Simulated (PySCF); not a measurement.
This PySCF input asks for the NMR shieldings of SMILES N#CC[C@@H]1C=CC(=O)C1, C7H7NO; the geometry comes from GFN2-xTB.

```python
import basis_set_exchange as bse
import numpy as np
from pyscf import gto, dft
from pyscf.prop import nmr

atoms = """
N    -3.550600    0.604595    0.520681
C    -2.634031    0.096199    0.065660
C    -1.464092   -0.542362   -0.481965
C    -0.241567   -0.327901    0.432141
C     0.122600    1.125092    0.529539
C     1.369781    1.374914    0.139054
C     2.044261    0.135854   -0.277451
O     3.175851    0.011939   -0.671306
C     1.029001   -0.989681   -0.114287
H    -1.671206   -1.611451   -0.583702
H    -1.268398   -0.125059   -1.474079
H    -0.490836   -0.707655    1.429400
H    -0.595323    1.847978    0.880539
H     1.862427    2.330106    0.114526
H     1.434231   -1.743699    0.560196
H     0.870304   -1.469925   -1.080358
"""
names = dict.fromkeys(["N", "C", "O", "H"], "pcSseg-1")
basis = {el: gto.basis.parse(bse.get_basis(n, elements=[el], fmt="nwchem")) for el, n in names.items()}
mol = gto.M(atom=atoms, basis=basis, charge=0, verbose=0)
mf = dft.RKS(mol, xc="PBE0")
mf.grids.level = 2
mf.grids.alignment = dft.numint.BLKSIZE   # the property module wants whole blocks of grid points
mf.conv_tol = 1e-9
mf.kernel()

calc = nmr.RKS(mf)   # GIAO
C = mf.mo_coeff
Co = C[:, mf.mo_occ > 0]
resp = mf.gen_response(singlet=True, hermi=2)
def vind(x):   # induced exchange potential for any number of trial vectors
    d = np.einsum("pi,xij,qj->xpq", C, 2 * x.reshape(-1, C.shape[1], Co.shape[1]), Co, optimize=True)
    return np.einsum("xpq,pi,qj->xij", resp(d - d.transpose(0, 2, 1)), C, Co, optimize=True).ravel()
mo1, _ = nmr.rhf.solve_mo1(calc, with_cphf=vind)
sigma = calc.kernel(mo1)
for i, s in enumerate(sigma):   # ppm
    print("%2d %-2s %9.2f" % (i, mol.atom_pure_symbol(i), np.trace(s) / 3))
```

Q: What are the results?

A: 
```
 0 N     -34.37
 1 C      64.08
 2 C     163.40
 3 C     144.32
 4 C      12.90
 5 C      43.47
 6 C     -21.79
 7 O    -303.59
 8 C     144.38
 9 H      29.12
10 H      29.89
11 H      28.53
12 H      23.45
13 H      25.27
14 H      29.14
15 H      30.06
```

These numbers come from an equivalent density-fitted implementation of the same equations, which agrees with the script to about 0.01 ppm for H and up to a few tenths of a ppm for heavy atoms, so last digits may differ.

Q: Turn these shieldings into chemical shifts. Scale: NH3 for 15N (267.73 ppm); 13C (186.93 ppm), 1H (31.72 ppm) against TMS; H2O for 17O (336.08 ppm) (reference shieldings calculated alike).

A: Averaging equivalent atoms: N 0: 302.1; C 6: 208.7; C 4: 174.0; C 5: 143.5; C 1: 122.8; C 3: 42.6; C 8: 42.5; C 2: 23.5; O 7: 639.7; H 12: 8.27; H 13: 6.44; H 11: 3.18; H 9: 2.59; H 14: 2.58; H 10: 1.83; H 15: 1.66 ppm. Unscaled 17O shifts of doubly bonded oxygen tend to come out too high, by tens of ppm or more. Experimental scales use liquid or dissolved standards, which lie at an offset from isolated NH3 (liquid NH3: subtract about 20 ppm) and H2O (liquid H2O: subtract about 36 ppm). Unscaled 15N shifts of sp2 nitrogen often come out too high even then, by a few to some tens of ppm.

Size and cost of the density-fitted run: 188 basis functions, 30 s wall time on 1 thread of an Intel Xeon Platinum 8488C, shared host; peak memory 0.83 GiB.
